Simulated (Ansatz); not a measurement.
```yaml
crystal:
  periodic: [false, false, false]
  atoms:
    - {symbol: Li, position_ang: [-0.105791, 2.183299, 0.533011]}
    - {symbol: Li, position_ang: [-2.581492, -1.464987, -1.352964]}
    - {symbol: Li, position_ang: [-2.851600, 1.494911, -0.859489]}
    - {symbol: Li, position_ang: [0.949557, -1.743437, -1.090477]}
    - {symbol: Li, position_ang: [1.012010, -0.198758, 1.508315]}
    - {symbol: Li, position_ang: [1.905865, 0.724690, -0.647058]}
    - {symbol: Li, position_ang: [-0.566046, 0.582873, -2.528743]}
    - {symbol: Li, position_ang: [-0.892229, -2.327542, 0.905267]}
    - {symbol: Li, position_ang: [-2.267829, 0.184062, 1.567631]}
    - {symbol: Li, position_ang: [3.392989, -1.192389, 0.669625]}
    - {symbol: Li, position_ang: [-0.856548, -0.092817, -0.309823]}
    - {symbol: Li, position_ang: [2.861105, 1.850077, 1.604696]}
basis:
  gaussian: {orbitals: def2-mTZVPP}
hamiltonian: {xc: {name: r2SCAN50}}
```

```sh
$ ansatz run in.yaml --threads 4 --pin off --events-out ev --progress --plain --max-ram 3916MiB
```

It prints (some lines left out):

```
Functional definition: r2SCAN50
1596 factors; their error is unknown
mean field evaluation 1: about -2442.9141 eV, gradient 3.9e1 eV
mean field evaluation 2: about -2430.7707 eV, gradient 4.7e1 eV
mean field evaluation 4: about -2453.1243 eV, gradient 3.7e0 eV
mean field evaluation 8: about -2453.2500 eV, gradient 1.3e-1 eV
mean field evaluation 16: about -2453.2469 eV, gradient 1.8e-3 eV
mean field -2453.24689795 eV, -90.1551606291 hartree, gradient 8.2e-5 eV, S^2 0.000000; 2 other end points of the search recorded, 0 dependent functions left out
reference -2453.24690810 eV, -90.1551610022 hartree; 18, 18 occupied and 114, 114 virtual orbitals, 1596 factors
Total energy: -2453.24690810 eV, -90.1551610022 hartree
```

Hardware: 4 threads of Arm Neoverse V2 on a shared host. Wall time 6.5 s.

The restricted singlet is unstable towards broken spin symmetry in Hartree–Fock (as tested in another run); at RKS r2SCAN50/def2-mTZVPP this wasn't settled.
